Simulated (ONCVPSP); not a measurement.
What one change does to a pseudopotential (W, ONCV)

tungsten, optimised norm-conserving Vanderbilt (ONCV), made with ONCVPSP 4.0.1 (LDA (Perdew-Wang 92), scalar-relativistic). Core [Kr] 4d10 4f14, reference 5s2 5p6 5d4 6s1 6p1. Waves: 5s+6s: rc 1.95 bohr, ncon 4, nbas 7, qcut 7.7 1/bohr, 2 projectors; 5p+6p: rc 1.65 bohr, ncon 3, nbas 7, qcut 9.7 1/bohr, 2 projectors; 5d: rc 1.85 bohr, ncon 3, nbas 6, qcut 4.6 1/bohr, 3 projectors, debl 1.6 Ha. Local part: polynomial inside 1.05 bohr (lpopt 2, dvloc0 0 Ha). Core correction: none.

Change: core correction Teter function, fcfact 1.5, rcfact 1.8.

Cutoffs: the cutoffs (Ha) at which the residual kinetic energy of the hardest occupied pseudo-wave falls to 1 and 0.1 mHa per electron; they do not see the model core or the augmentation charge, which bear on the density cutoff. Errors are all-electron minus pseudo energies relative to the spin-unpolarised reference configuration.

Q: Predict the effect on cutoff, ghosts and configuration errors.

A: The potential gets neither clearly harder nor softer (29 Ha and 40 Ha → 29 Ha and 40 Ha); of the 4 tests that both files solve, the error grows in 2 and shrinks in 1 by more than 15 % and 0.3 meV (median size 2.2 → 3.3 meV); neither file shows a bound ghost. A model core, the more so a compact one, raises the density cutoff, which this test does not measure.

```csv
quantity,base,changed
"cutoff, loose",29 Ha,29 Ha
"cutoff, tight",40 Ha,40 Ha
bound ghosts,none,none
GHOST(+) flags under 300 eV,d at 192.0 eV,d at 192.0 eV
"error for 5s2 5p6 5d4 6s2 6p0, meV [ΔE -4.57 eV]",+1.2,+0.1
"error for 5s2 5p6 5d4 6s1 6p0, meV [ΔE 4.55 eV]",-1.7,-1.9
"error for 5s2 5p6 5d4 6s0 6p0, meV [ΔE 20.57 eV]",-5.5,-9.3
"error for 5s2 5p6 5d4 6s0 6p1, meV [ΔE 10.11 eV]",-2.7,-4.6
s: phases at 1.98 bohr within 0.05 rad from the reference energy up to (Ha; the scan ends near 5),to the end of the scan,to the end of the scan
p: phases at 1.67 bohr within 0.05 rad from the reference energy up to (Ha; the scan ends near 5),to the end of the scan,to the end of the scan
d: phases at 1.87 bohr within 0.05 rad from the reference energy up to (Ha; the scan ends near 5),to the end of the scan,to the end of the scan
```
